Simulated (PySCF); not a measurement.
**Titanium: a sound run and one with changed settings**

Sound run: Ti⁺ [Ar] 3d2 4s1, Ti²⁺ [Ar] 3d2. Calculation: PySCF 2.14, in x2c-SVPall; scalar relativity by spin-free X2C-1e. In the sound run the correlated levels freeze [Ar]. The sound run starts from symmetry-adapted Hartree-Fock orbitals and uses a fine grid where one is needed.

Changed run: basis STO-3G, all-electron and non-relativistic. This setting is unsound on purpose.

```
species  method  sound run (hartree)  changed run (hartree)  converged
    Ti⁺     UHF           -852.40336             -839.44286        yes
    Ti⁺   M06-L           -853.25691             -840.18741        yes
    Ti⁺   B3LYP           -853.34555             -840.23694        yes
    Ti⁺     MP2           -852.40916             -839.44286        yes
   Ti²⁺     UHF           -851.92951             -838.95528        yes
   Ti²⁺   M06-L           -852.78434             -839.70018        yes
   Ti²⁺   B3LYP           -852.83690             -839.70875        yes
   Ti²⁺     MP2           -851.93193             -838.95528        yes
```

Ionisation energy of Ti⁺:

| method | sound run (eV) | changed run (eV) |
| --- | --- | --- |
| UHF | 12.894 | 13.268 |
| M06-L | 12.859 | 13.258 |
| B3LYP | 13.841 | 14.373 |
| MP2 | 12.986 | 13.268 |
| SCS-MP2 | 12.925 | 13.268 |

A minimal basis cannot let orbitals breathe on ionisation and holds almost no correlation. The Hamiltonian changed with the basis, so the totals do not compare.

For comparison, NIST gives 13.575 eV between the lowest levels.
